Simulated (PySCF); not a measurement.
Te(NH2)2 (H₄N₂Te), SMILES N[Te]N.

Geometry optimised at PBE-D3(BJ)/def2-SVP. The def2 effective core potentials stand for the cores of Te; spin–orbit coupling is left out. The values are those of a single conformer.

Method: TDA-PBE0/def2-SVPD (PySCF).

Vertical excitations.  State labels are in the subgroup C2v.

Give excitation energies, oscillator strengths and character. (Estimate from the structure and the level; the computed values follow.)


```json
[
 {"state": "S1", "symmetry": "A2", "energy (eV)": "4.07", "λ (nm)": "305", "f": "0.000", "main pairs": "HOMO→LUMO+1 99 %"},
 {"state": "S2", "symmetry": "B2", "energy (eV)": "4.10", "λ (nm)": "303", "f": "0.009", "main pairs": "HOMO→LUMO 99 %"},
 {"state": "S3", "symmetry": "B2", "energy (eV)": "5.34", "λ (nm)": "232", "f": "0.071", "main pairs": "HOMO→LUMO+2 99 %"},
 {"state": "S4", "symmetry": "A1", "energy (eV)": "5.44", "λ (nm)": "228", "f": "0.002", "main pairs": "HOMO−1→LUMO+1 95 %"},
 {"state": "S5", "symmetry": "B1", "energy (eV)": "5.57", "λ (nm)": "222", "f": "0.095", "main pairs": "HOMO−1→LUMO 81 %, HOMO−2→LUMO+1 14 %"},
 {"state": "S6", "symmetry": "A1", "energy (eV)": "6.08", "λ (nm)": "204", "f": "0.013", "main pairs": "HOMO→LUMO+3 96 %"},
 {"state": "S7", "symmetry": "B2", "energy (eV)": "6.33", "λ (nm)": "196", "f": "0.095", "main pairs": "HOMO→LUMO+4 98 %"},
 {"state": "S8", "symmetry": "A1", "energy (eV)": "6.42", "λ (nm)": "193", "f": "0.017", "main pairs": "HOMO−2→LUMO 91 %"},
 {"state": "S9", "symmetry": "A2", "energy (eV)": "6.54", "λ (nm)": "190", "f": "0.000", "main pairs": "HOMO→LUMO+5 98 %"},
 {"state": "S10", "symmetry": "B1", "energy (eV)": "6.64", "λ (nm)": "187", "f": "0.000", "main pairs": "HOMO−1→LUMO+2 88 %"},
 {"state": "T1", "symmetry": "B2", "energy (eV)": "3.19", "λ (nm)": "389", "f": "0", "main pairs": "HOMO→LUMO 94 %"},
 {"state": "T2", "symmetry": "A2", "energy (eV)": "3.43", "λ (nm)": "361", "f": "0", "main pairs": "HOMO→LUMO+1 96 %"},
 {"state": "T3", "symmetry": "B1", "energy (eV)": "4.37", "λ (nm)": "284", "f": "0", "main pairs": "HOMO−1→LUMO 92 %"},
 {"state": "T4", "symmetry": "A1", "energy (eV)": "5.01", "λ (nm)": "247", "f": "0", "main pairs": "HOMO−1→LUMO+1 88 %"}
]
```
Triplets are in the Tamm–Dancoff approximation.
